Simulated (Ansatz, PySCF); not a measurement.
Isomers of CH6B2. All species are isolated molecules in the gas phase. One relaxed conformer stands for each flexible species; it need not be the lowest. Strings in code marks are SMILES.

Quantity: electronic energy of isomers of CH6B2 relative to `BCB`, in kcal/mol.

Level 1: frozen-core CCSD(T)/cc-pVQZ // PBE0-D3(BJ)/def2-TZVP (Ansatz, a program for electronic structure)
Level 2: LDA/cc-pVTZ // PBE0-D3(BJ)/def2-TZVP (Ansatz)
Level 3: PBE-D3(BJ)/def2-TZVP // PBE0-D3(BJ)/def2-TZVP (PySCF)
Level 4: r2SCAN0/cc-pVTZ // PBE0-D3(BJ)/def2-TZVP (Ansatz)

```
species  level 1  level 2  level 3  level 4
-------  -------  -------  -------  -------
`BBC`       6.14     4.16     3.73     5.05
```
